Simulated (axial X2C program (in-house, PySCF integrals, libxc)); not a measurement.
## Which functional? An output for MoTe⁺

An SCF output computed with an in-house all-electron X2C program for linear molecules (integrals from PySCF) for MoTe⁺ at 2.512 Å, two-component, state Ω = 3/2, Te dyall-cv3z [11s12p8d4f1g], Mo dyall-cv3z [11s12p9d5f3g] (cores contracted in-house), without its first line:

```
basis functions 278  fitting functions 1312  grid points 5802
iter        total energy     max residual
   1     -10832.470268931     3.21e-01
   2     -10832.516501188     9.05e-03
   3     -10832.523941696     4.34e-03
   4     -10832.526700989     4.45e-03
   5     -10832.528567703     2.24e-03
   6     -10832.529349202     1.43e-03
   7     -10832.529495694     6.99e-04
   8     -10832.529565158     4.22e-04
   9     -10832.529590646     2.80e-04
  10     -10832.529603009     1.59e-04
  11     -10832.529607870     9.03e-05
  12     -10832.529609925     4.06e-05
  13     -10832.529610579     2.14e-05
  14     -10832.529610759     1.22e-05
  15     -10832.529610812     5.11e-06
  16     -10832.529610820     2.81e-06
  17     -10832.529610823     1.95e-06
  18     -10832.529610824     1.28e-06
converged
one-electron -15792.00728842  Coulomb 4802.65051428  exact exchange -297.31033849  xc functional 0.00000000  nuclear repulsion 460.08082351  atomic mean-field constant -5.94332170
```

Question: Which level of theory produced it?
A. PBE0
B. BLYP
C. HF

Answer: C. The exact-exchange term against the functional term shows a share of 1 of exact exchange.
